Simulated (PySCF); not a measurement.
Isomers of C4H12Si3, one GFN2-xTB conformer each. Single-point energies are computed at PBE0/pcSseg-1 (PySCF, gas phase, no added dispersion term), electronic only.

Question: Rank them by PBE0/pcSseg-1 energy, lowest first (kcal/mol).
A. `[CH3:1][C:2]#[C:3][SiH2:4][Si@@H:5]([CH3:6])[SiH3:7]` with C3–Si4–Si5–C6 -63°
B. `[CH:1]#[C:2][SiH2:3][SiH2:4][SiH2:5][CH2:6][CH3:7]` with C2–Si3–Si4–Si5 -58°, Si3–Si4–Si5–C6 60°, Si4–Si5–C6–C7 -175°
C. `[CH3:1][C:2]1=[CH:3][Si@H:4]([SiH3:5])[CH2:6][SiH2:7]1` with C2–C3–Si4–Si5 113°, C3–Si4–C6–Si7 8°, Si4–C6–Si7–C2 -8°, C1–C2–Si7–C6 -175°
D. `[CH:1]#[C:2][SiH2:3][SiH2:4][C@@H:5]([CH3:6])[SiH3:7]` with C2–Si3–Si4–C5 65°, Si3–Si4–C5–C6 -62°
E. `[CH2:1]=[CH:2][C@H:3]1[SiH2:4][C@H:5]([SiH3:6])[SiH2:7]1` with C1–C2–C3–Si4 127°, C2–C3–Si4–C5 130°, C3–Si4–C5–Si6 113°, Si4–C5–Si7–C3 9°, C2–C3–Si7–C5 -130°
F. `[CH3:1][Si@@H:2]1[CH:3]=[CH:4][SiH2:5][CH2:6][SiH2:7]1` with C1–Si2–C3–C4 -126°, C3–C4–Si5–C6 -24°, C4–Si5–C6–Si7 52°, Si5–C6–Si7–Si2 -51°

Answer: F (0.0), C (5.4), E (22.2), A (34.1), B (44.0), D (49.5).

As drawn, the lowest has a C=C bond outside aromatic rings, which the highest lacks; the highest has a C≡C bond, which the lowest lacks. GFN2-xTB itself gives, in the same order: 8.4, 0.0, 10.6, 24.0, 33.1, 27.2. GFN2-xTB puts CC1=C[Si@H]([SiH3])C[SiH2]1 lowest instead; measured from each level's own lowest isomer, the values differ by up to 22.3 kcal/mol (C#C[SiH2][SiH2][C@@H](C)[SiH3]: 27.2 against 49.5).

Q: Which frontier levels, dipoles and rotational constants go with these structures?

A: 
```json
{"SMILES": "C[Si@@H]1C=C[SiH2]C[SiH2]1", "HOMO (eV, PBE0/pcSseg-1)": "-7.71", "LUMO (eV)": "-0.70", "dipole (D)": "0.33", "A, B, C (MHz)": "1997, 1168, 817.6"}
{"SMILES": "CC1=C[Si@H]([SiH3])C[SiH2]1", "HOMO (eV, PBE0/pcSseg-1)": "-7.38", "LUMO (eV)": "-0.49", "dipole (D)": "0.77", "A, B, C (MHz)": "2374, 880.9, 742.7"}
{"SMILES": "C=C[C@H]1[SiH2][C@H]([SiH3])[SiH2]1", "HOMO (eV, PBE0/pcSseg-1)": "-6.75", "LUMO (eV)": "-0.36", "dipole (D)": "0.45", "A, B, C (MHz)": "3031, 807.0, 703.9"}
{"SMILES": "CC#C[SiH2][Si@@H](C)[SiH3]", "HOMO (eV, PBE0/pcSseg-1)": "-7.39", "LUMO (eV)": "-0.43", "dipole (D)": "1.55", "A, B, C (MHz)": "1617, 725.3, 637.6"}
{"SMILES": "C#C[SiH2][SiH2][SiH2]CC", "HOMO (eV, PBE0/pcSseg-1)": "-7.91", "LUMO (eV)": "-0.53", "dipole (D)": "0.90", "A, B, C (MHz)": "1657, 843.2, 597.6"}
{"SMILES": "C#C[SiH2][SiH2][C@@H](C)[SiH3]", "HOMO (eV, PBE0/pcSseg-1)": "-7.87", "LUMO (eV)": "-0.38", "dipole (D)": "1.00", "A, B, C (MHz)": "1913, 820.0, 745.0"}
```
